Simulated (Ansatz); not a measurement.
Cs (SMILES [Cs]), doublet (core potentials on Cs); HF/def2-SVP (Ansatz, a quantum-chemistry and plane-wave program).

Input for Ansatz:
Ansatz 0.2 input:
```yaml
crystal:
  periodic: [false, false, false]
  atoms:
    - {symbol: Cs, position_ang: [0.00000000, 0.00000000, 0.00000000]}
basis:
  gaussian:
    orbitals: def2-SVP
hamiltonian:
  xc: hf
magnetization: {spin_polarized: true, initial_magnetization: 1}
```

Q: What does Ansatz print? Leave out banner, timings and long lists.

A: 
```
Functional definition: HF
247 factors; their error is unknown
mean field evaluation 1: about -540.0452 eV, gradient 4.4e-1 eV
mean field evaluation 2: about -540.0575 eV, gradient 2.4e-1 eV
mean field evaluation 4: about -540.0629 eV, gradient 1.4e-2 eV
mean field evaluation 8: about -540.2873 eV, gradient 1.9e-3 eV
mean field evaluation 16: about -540.2550 eV, gradient 4.8e-1 eV
mean field -540.28732396 eV, -19.8551929355 hartree, gradient 1.7e-5 eV, S^2 0.750470; 0 other end points of the search recorded, 0 dependent functions left out
reference -540.28732396 eV, -19.8551929355 hartree; 5, 4 occupied and 19, 20 virtual orbitals, 247 factors
Total energy: -540.28732396 eV, -19.8551929355 hartree
```
